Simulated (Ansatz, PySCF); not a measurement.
Gas-phase reaction 4 R1 + R2 → 5 P1, each structure at its B3LYP-D3(BJ)/def2-SVP stationary point, reached from a drawn start (curvature not checked).
R1, H2 (SMILES [H][H]) (charge 0, multiplicity 1):
```xyz
2

H      0.0000     0.0000     0.3804
H      0.0000     0.0000    -0.3804
```
P1, SiH4 (SMILES [SiH4]) (charge 0, multiplicity 1):
```xyz
5

Si     0.00000     0.00000     0.00000
H      0.86055     0.86055     0.86055
H     -0.86055    -0.86055     0.86055
H     -0.86055     0.86055    -0.86055
H      0.86055    -0.86055    -0.86055
```
R2: H12Si5 (SMILES [SiH3][Si]([SiH3])([SiH3])[SiH3]), charge 0, multiplicity 1.

P less R. No zero-point or thermal terms.

Frozen-core correlation throughout.

Run with Ansatz (an electronic-structure program); PySCF for M06-2X. Each number belongs to the level named beside it.

Q: Estimate the reaction energy that CCSD(T)/cc-pV(T+d)Z returns for this input.

A: -46 kJ/mol

Q: Estimate the reaction energy that M06-2X/def2-TZVPP returns for this input.

A: -44 kJ/mol

Q: What is the computed reaction energy (HF/cc-pV(D+d)Z)?

A: -190 kJ/mol
